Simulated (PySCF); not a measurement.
**What settings do to a single point of [Yb(H2S)2]3+**

The sound run of [Yb(H2S)2]3+ (singlet in the valence; each metal's 4f electrons, 13 of them, lie in its core potential, out of spins and levels) uses PySCF 2.14.0, RKS PBE0, Yb lcecp-1-SVP with ECP59, S def2-SVP, H def2-SVP; non-relativistic Hamiltonian with scalar-relativistic core potentials where named; density fitting; no spin-orbit coupling, grid (50, 194), threshold 1e-8 Eh and 55 cycles, at the relaxed geometry:

```xyz
7

Yb   -1.3351    0.0000    0.0000
S     0.4595    0.2067    2.0437
H     0.7973    1.5337    2.1531
H    -0.2442    0.1051    3.2196
S     0.4595   -0.2067   -2.0437
H     0.7973   -1.5337   -2.1531
H    -0.2442   -0.1051   -3.2196
```

There Yb1 has a Mulliken charge of 1.87 e and the dipole about the centre of mass is 0.37 D. Each run below changes one thing and starts from free metal ions and neutral atoms unless it says otherwise; with 55 cycles, smearing, a level shift and second-order steps follow where DIIS fails, and their cycles count. Energy shifts count from the sound run. On f atoms grids over 110 angular points are at least (60, 302).

| change | outcome | cycles | energy shift (eV) | largest force component (eV/Å) | charge on Yb1 (e) | dipole about the centre of mass (D) |
| --- | --- | --- | --- | --- | --- | --- |
| start from the bare core Hamiltonian, limit 90 cycles | converged | 13 | 0.0000 | 0.01 | 1.87 | 0.37 |
| cycle limit 8 | not converged | 8 | – | – | – | – |

**Question.** One further run converged with energy shift (eV) 0.0392, largest force component (eV/Å) 0.06, charge on Yb1 (e) 1.87, dipole about the centre of mass (D) 0.37. Which change was it?
A. threshold 1e-06
B. all coordinates × 1.12
C. grid (30, 86)

**Answer.** C.

**Question.** And the other changes listed?

**Answer.** 
| change | outcome | cycles | energy shift (eV) | largest force component (eV/Å) | charge on Yb1 (e) | dipole about the centre of mass (D) |
| --- | --- | --- | --- | --- | --- | --- |
| all coordinates × 1.12 | converged | 11 | 1.45 | 2.54 | 1.88 | 0.32 |
| threshold 1e-06 | converged | 9 | 0.0000 | 0.01 | 1.87 | 0.37 |

Forces carry noise of the integration grid, about 0.01 to 0.03 eV/Å.

An lcecp potential fixes the number of 4f electrons, so in runs with it no electron can move into or out of that shell.
